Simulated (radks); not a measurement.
Task: All-electron atom: Bi in [Hg] 6p2 6d1 (not the ground configuration). All-electron calculation, scalar-relativistic Kohn-Sham, LDA (Slater exchange, Perdew-Wang correlation), spin-polarised, spherical densities, finite nucleus; open shells are filled with parallel spins first (spin-orbit coupling, left out, can overturn this in heavy ions); Fermi nuclear charge, rms radius 5.5211 fm. Program: a radial shooting solver on a logarithmic mesh with Libxc functionals. Some entries of the table are withheld. Estimate them.

| orbital | occ. | eigenvalue (hartree) | <r> (bohr) |
|---|---|---|---|
| 1s up | 1 | -3327.677 | 0.01581 |
| 1s down | 1 | -3327.676 | 0.01581 |
| 2s up | 1 | -598.1232 | 0.06653 |
| 2s down | 1 | -598.1227 | 0.06653 |
| 2p up | 3 | -512.1166 | 0.06056 |
| 2p down | 3 | -512.1158 | 0.06056 |
| 3s up | 1 | -144.4819 | 0.1718 |
| 3s down | 1 | -144.4812 | 0.1718 |
| 3p up | 3 | -119.8972 | 0.1738 |
| 3p down | 3 | -119.8964 | 0.1738 |
| 3d up | 5 | -95.09761 | 0.1575 |
| 3d down | 5 | -95.09694 | 0.1575 |
| 4s up | 1 | -33.24357 | 0.3774 |
| 4s down | 1 | -33.24249 | 0.3774 |
| 4p up | 3 | -25.18178 | 0.4029 |
| 4p down | 3 | -25.18061 | 0.4029 |
| 4d up | 5 | -15.94540 | 0.4227 |
| 4d down | 5 | -15.94410 | 0.4227 |
| 5s up | 1 | -5.94884 | 0.8303 |
| 5s down | 1 | -5.94582 | 0.8302 |
| 4f up | 7 | -5.76746 | 0.4411 |
| 4f down | 7 | -5.76602 | 0.4410 |
| 5p up | 3 | -3.67360 | 0.9477 |
| 5p down | 3 | -3.67006 | 0.9471 |
| 5d up | 5 | (1) | 1.236 |
| 5d down | 5 | (2) | 1.229 |
| 6s up | 1 | (3) | 2.133 |
| 6s down | 1 | (4) | 2.113 |
| 6p up | 2 | -0.30031 | 2.839 |
| 6p down | 0 | -0.25387 | 2.857 |
| 6d up | 1 | -0.02856 | 7.403 |
| 6d down | 0 | -0.01097 | 10.40 |

Result: 
(1) 5d up eigenvalue (hartree): -1.14755
(2) 5d down eigenvalue (hartree): -1.13809
(3) 6s up eigenvalue (hartree): -0.68673
(4) 6s down eigenvalue (hartree): -0.64821
